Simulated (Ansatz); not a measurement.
Cost and result up the ladder for the cluster Si4Ni3 (7 atoms). The state is a singlet with charge 0. Geometry: r2SCAN-D4/def2-SVP.

```
atom   x (Å)   y (Å)   z (Å)
 Ni1   0.058  -0.861  -0.576
 Ni2   0.114   1.455   2.037
 Ni3   1.258   0.599  -1.849
 Si4  -0.748  -2.472   0.686
 Si5  -0.122  -0.589   1.703
 Si6   0.337   1.287  -0.020
 Si7  -0.898   0.581  -1.982
```

Ansatz on 4 threads of Intel Xeon 6975P-C on a shared host. Times are rough, and most runs start from the orbitals of an earlier one. No level here is sound enough to serve as a yardstick. Binding counts from free atoms at the same level (Ni triplet, Si triplet; other spins of the atoms weren't run), without zero-point energy or a counterpoise term.

No other spin state of charge 0 was run. Another isomer (triplet) lies 1.28 eV lower at PBE0-D4/def2-TZVP; other spin states weren't run for this one.

Run but left out: HF/def2-TZVP (restricted singlet, unstable in another Hartree–Fock run and untested here); CCSD(T)/def2-SVP (restricted singlet, unstable towards broken spin symmetry).

| level | functions | binding energy per atom (eV) | remarks |
| --- | --- | --- | --- |
| PBE-D4/def2-TZVP (with forces) | 283 | 3.40 | restricted SCF unstable in HF |
| PBE0-D4/def2-TZVP | 283 | 2.67 | restricted SCF unstable in HF |
| r2SCAN0-D4/def2-TZVP | 283 | 2.51 | restricted SCF unstable in HF |
| r2SCAN-D4/def2-TZVP | 283 | 3.19 | restricted SCF unstable in HF |

Question: Estimate how long each takes.

Answer: PBE-D4/def2-TZVP (with forces) 6.5 s; r2SCAN-D4/def2-TZVP 10 s; r2SCAN0-D4/def2-TZVP 15 s; PBE0-D4/def2-TZVP 19 s. On shared hardware such times vary by a factor of up to 3.
